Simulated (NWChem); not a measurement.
All runs are NWChem calculations. System: sulfuric acid (H$_{2}$O$_{4}$S), charge 0, spin multiplicity 1, at a geometry optimised with PBE/def2-SVP. Level: RHF/def2-TZVP.

Input file:

```
start mol
memory heap 200 mb stack 900 mb global 1100 mb
geometry units angstroms nocenter noautoz
  O     -0.301404     1.237375     0.870504
  S      0.000000     0.000000    -0.171581
  O      1.271184     0.252501    -0.841629
  O     -1.271184    -0.252501    -0.841629
  O      0.301404    -1.237375     0.870504
  H      0.572121     1.595328     1.141647
  H     -0.572121    -1.595328     1.141647
  symmetry group C2
end
basis spherical
  * library def2-tzvp
end
scf
  rhf
  nopen 0
  maxiter 100
  thresh 1e-7
  semidirect memsize 60000000 filesize 0
end
task scf energy
```

Part of the output:

```
             Northwest Computational Chemistry Package (NWChem) 7.3.0
             --------------------------------------------------------

                                NWChem Input Module
                                -------------------

 Scaling coordinates for geometry "geometry" by  1.889725989
 (inverse scale =  0.529177249)

 Turning off AUTOSYM since
 SYMMETRY directive was detected!

                             Geometry "geometry" -> ""
                             -------------------------

 Output coordinates in angstroms (scale by  1.889725989 to convert to a.u.)

  No.       Tag          Charge          X              Y              Z
 ---- ---------------- ---------- -------------- -------------- --------------
    1 O                    8.0000    -0.30140400     1.23737500     0.87050400
    2 S                   16.0000     0.00000000     0.00000000    -0.17158100
    3 O                    8.0000     1.27118400     0.25250100    -0.84162900
    4 O                    8.0000    -1.27118400    -0.25250100    -0.84162900
    5 O                    8.0000     0.30140400    -1.23737500     0.87050400
    6 H                    1.0000     0.57212100     1.59532800     1.14164700
    7 H                    1.0000    -0.57212100    -1.59532800     1.14164700

 Effective nuclear repulsion energy (a.u.)     281.4230519771

            Nuclear Dipole moment (a.u.)
            ----------------------------
        X                 Y               Z
 ---------------- ---------------- ----------------
     0.0000000000     0.0000000000    -0.0000037795

      Symmetry information
      --------------------

 Group name             C2
 Group number              4
 Group order               2
 No. of unique centers     4

      Symmetry unique atoms

     1    2    3    6


 Summary of "ao basis" -> "" (spherical)
 ------------------------------------------------------------------------------
       Tag                 Description            Shells   Functions and Types
 ---------------- ------------------------------  ------  ---------------------
 *                         def2-tzvp                  on all atoms

 Summary of "ao basis" -> "ao basis" (spherical)
 ------------------------------------------------------------------------------
       Tag                 Description            Shells   Functions and Types
 ---------------- ------------------------------  ------  ---------------------
 O                         def2-tzvp                11       31   5s3p2d1f
 S                         def2-tzvp                13       37   5s5p2d1f
 H                         def2-tzvp                 4        6   3s1p

                                 NWChem SCF Module
                                 -----------------

  ao basis        = "ao basis"
  functions       =   173
  atoms           =     7
  closed shells   =    25
  open shells     =     0
  charge          =   0.00
  wavefunction    = RHF
  use symmetry    = T
  symmetry adapt  = T

 Summary of "ao basis" -> "ao basis" (spherical)
 ------------------------------------------------------------------------------
       Tag                 Description            Shells   Functions and Types
 ---------------- ------------------------------  ------  ---------------------
 O                         def2-tzvp                11       31   5s3p2d1f
 S                         def2-tzvp                13       37   5s5p2d1f
 H                         def2-tzvp                 4        6   3s1p

      Symmetry analysis of basis
      --------------------------

        a          87
        b          86

 Forming initial guess at       0.1s

      Superposition of Atomic Density Guess
      -------------------------------------

 Sum of atomic energies:        -697.61634873

      Non-variational initial energy
      ------------------------------

 Total energy =    -699.444859
 1-e energy   =   -1523.582151
 2-e energy   =     542.714240
 HOMO         =      -0.429614
 LUMO         =       0.044041

      Symmetry analysis of molecular orbitals - initial
      -------------------------------------------------

  Numbering of irreducible representations:

     1 a           2 b

  Orbital symmetries:

     1 a           2 a           3 b           4 b           5 a
     6 a           7 b           8 a           9 b          10 a
    11 b          12 b          13 a          14 a          15 b
    16 a          17 b          18 a          19 b          20 a
    21 a          22 b          23 a          24 b          25 b
    26 a          27 b          28 a          29 b          30 a
    31 b          32 a          33 b          34 b          35 a

 Starting SCF solution at       4.4s

 ----------------------------------------------
         Quadratically convergent ROHF

 Convergence threshold     :          1.000E-07
 Maximum no. of iterations :          100
 Final Fock-matrix accuracy:          1.000E-09
 ----------------------------------------------

              iter       energy          gnorm     gmax       time
             ----- ------------------- --------- --------- --------
                 1     -698.0475429567  2.06D+00  4.02D-01      5.7
                 2     -698.2381877866  4.14D-01  7.24D-02      8.1
                 3     -698.2523367469  3.88D-02  7.65D-03     11.2
                 4     -698.2524828301  1.31D-03  2.69D-04     15.6
                 5     -698.2524830274  1.24D-06  2.54D-07     22.0
                 6     -698.2524830274  5.53D-09  1.21D-09     26.0

       Final RHF  results
       ------------------

         Total SCF energy =   -698.252483027368
      One-electron energy =  -1522.484402429860
      Two-electron energy =    542.808867425382
 Nuclear repulsion energy =    281.423051977111

        Time for solution =     21.6s

       Symmetry analysis of molecular orbitals - final
       -----------------------------------------------

  Numbering of irreducible representations:

     1 a           2 b

  Orbital symmetries:

     1 a           2 b           3 a           4 b           5 a
     6 a           7 b           8 a           9 b          10 a
    11 b          12 a          13 b          14 a          15 b
    16 a          17 b          18 a          19 b          20 a
    21 b          22 a          23 b          24 a          25 b
    26 a          27 b          28 b          29 a          30 a
    31 b          32 b          33 a          34 b          35 a

             Final eigenvalues
             -----------------

              1
    1  -92.2746
    2  -20.6620
    3  -20.6619
    4  -20.5983
    5  -20.5983
    6   -9.2343
    7   -6.9210
    8   -6.9205
    9   -6.9192
   10   -1.5423
   11   -1.4242
   12   -1.4001
   13   -1.3833
   14   -0.9217
   15   -0.8143
   16   -0.7432
   17   -0.7259
   18   -0.6992
   19   -0.6437
   20   -0.6247
   21   -0.5766
   22   -0.5628
   23   -0.5344
   24   -0.5319
   25   -0.5149
   26    0.1036
   27    0.1361
   28    0.2279
   29    0.2335
   30    0.2366
   31    0.2755
   32    0.3821
   33    0.3875
   34    0.4165
   35    0.4735

                       ROHF Final Molecular Orbital Analysis
                       -------------------------------------

 Vector   23  Occ=2.000000D+00  E=-5.343623D-01  Symmetry=b
              MO Center= -8.6D-14, -3.2D-14, -2.0D-01, r^2= 2.8D+00
   Bfn.  Coefficient  Atom+Function         Bfn.  Coefficient  Atom+Function
  ----- ------------  ---------------      ----- ------------  ---------------
    75      0.225863  3 O  py               106      0.225863  4 O  py
    78      0.210000  3 O  py               109      0.210000  4 O  py
     8      0.202383  1 O  pz               138     -0.202383  5 O  pz
    11      0.190398  1 O  pz               141     -0.190398  5 O  pz

 Vector   24  Occ=2.000000D+00  E=-5.318762D-01  Symmetry=a
              MO Center=  1.1D-13, -1.6D-14, -6.4D-01, r^2= 2.4D+00
   Bfn.  Coefficient  Atom+Function         Bfn.  Coefficient  Atom+Function
  ----- ------------  ---------------      ----- ------------  ---------------
    75      0.294697  3 O  py               106     -0.294697  4 O  py
    78      0.271279  3 O  py               109     -0.271279  4 O  py
    81      0.173738  3 O  py               112     -0.173738  4 O  py

 Vector   25  Occ=2.000000D+00  E=-5.149068D-01  Symmetry=b
              MO Center=  2.1D-13,  1.3D-14, -6.3D-01, r^2= 2.5D+00
   Bfn.  Coefficient  Atom+Function         Bfn.  Coefficient  Atom+Function
  ----- ------------  ---------------      ----- ------------  ---------------
    76      0.240918  3 O  pz               107     -0.240918  4 O  pz
    79      0.221910  3 O  pz               110     -0.221910  4 O  pz
    74      0.178856  3 O  px               105      0.178856  4 O  px
    77      0.163113  3 O  px               108      0.163113  4 O  px

 Vector   26  Occ=0.000000D+00  E= 1.035627D-01  Symmetry=a
              MO Center=  1.4D-14,  1.7D-14,  1.2D+00, r^2= 6.7D+00
   Bfn.  Coefficient  Atom+Function         Bfn.  Coefficient  Atom+Function
  ----- ------------  ---------------      ----- ------------  ---------------
   164      1.191775  6 H  s                170      1.191775  7 H  s
     5     -0.641460  1 O  s                135     -0.641460  5 O  s
    36      0.500677  2 S  s                 51     -0.388266  2 S  pz
    73     -0.364011  3 O  s                104     -0.364011  4 O  s
    12     -0.299855  1 O  px               142      0.299855  5 O  px

 Vector   27  Occ=0.000000D+00  E= 1.361040D-01  Symmetry=b
              MO Center= -4.3D-14,  5.7D-15,  1.3D+00, r^2= 7.0D+00
   Bfn.  Coefficient  Atom+Function         Bfn.  Coefficient  Atom+Function
  ----- ------------  ---------------      ----- ------------  ---------------
   164      1.364479  6 H  s                170     -1.364479  7 H  s
     5     -0.722767  1 O  s                135      0.722767  5 O  s
    12     -0.264572  1 O  px               142     -0.264572  5 O  px
    49     -0.204376  2 S  px                50     -0.172030  2 S  py
    13     -0.158866  1 O  py               143     -0.158866  5 O  py

 Vector   28  Occ=0.000000D+00  E= 2.279297D-01  Symmetry=b
              MO Center= -9.2D-14, -1.0D-12, -3.1D-01, r^2= 2.8D+00
   Bfn.  Coefficient  Atom+Function         Bfn.  Coefficient  Atom+Function
  ----- ------------  ---------------      ----- ------------  ---------------
    50      1.508536  2 S  py                49     -0.698487  2 S  px
    47      0.590250  2 S  py                 5     -0.571652  1 O  s
   135      0.571652  5 O  s                 14      0.485143  1 O  pz
   144     -0.485143  5 O  pz                81     -0.442610  3 O  py
   112     -0.442610  4 O  py               164     -0.383214  6 H  s

 center of mass
 --------------
 x =   0.00000000 y =   0.00000000 z =  -0.04361191

 moments of inertia (a.u.)
 ------------------
         380.554230620421          -0.632325123391          -0.000000000000
          -0.632325123391         377.373978987010           0.000000000000
          -0.000000000000           0.000000000000         397.843516090223

  Mulliken analysis of the total density
  --------------------------------------

    Atom       Charge   Shell Charges
 -----------   ------   -------------------------------------------------------
    1 O    8     8.47   0.79  1.18  0.57  0.98  0.27  1.82  2.08  0.75  0.00  0.03  0.00
    2 S   16    14.75   2.01  0.48  1.48  0.94  0.34  4.16  1.70  0.80  1.42  0.22  0.39  0.67  0.13
    3 O    8     8.53   0.79  1.18  0.58  0.96  0.34  1.80  2.01  0.81  0.00  0.04  0.00
    4 O    8     8.53   0.79  1.18  0.58  0.96  0.34  1.80  2.01  0.81  0.00  0.04  0.00
    5 O    8     8.47   0.79  1.18  0.57  0.98  0.27  1.82  2.08  0.75  0.00  0.03  0.00
    6 H    1     0.62   0.23  0.32  0.02  0.04
    7 H    1     0.62   0.23  0.32  0.02  0.04

       Multipole analysis of the density wrt the origin
       ------------------------------------------------

     L   x y z        total         open         nuclear
     -   - - -        -----         ----         -------
     0   0 0 0     -0.000000      0.000000     50.000000

     1   1 0 0     -0.000000      0.000000      0.000000
     1   0 1 0      0.000000      0.000000      0.000000
     1   0 0 1      1.319277      0.000000     -0.000004

     2   2 0 0    -29.365497      0.000000     99.856582
     2   1 1 0      3.203070      0.000000      3.549097
     2   1 0 1     -0.000000      0.000000     -0.000000
     2   0 2 0    -22.660108      0.000000    109.302426
     2   0 1 1      0.000000      0.000000      0.000000
     2   0 0 2    -25.943863      0.000000     94.760412

 Task  times  cpu:       26.1s     wall:       26.1s

 Total times  cpu:       26.1s     wall:       26.1s
```
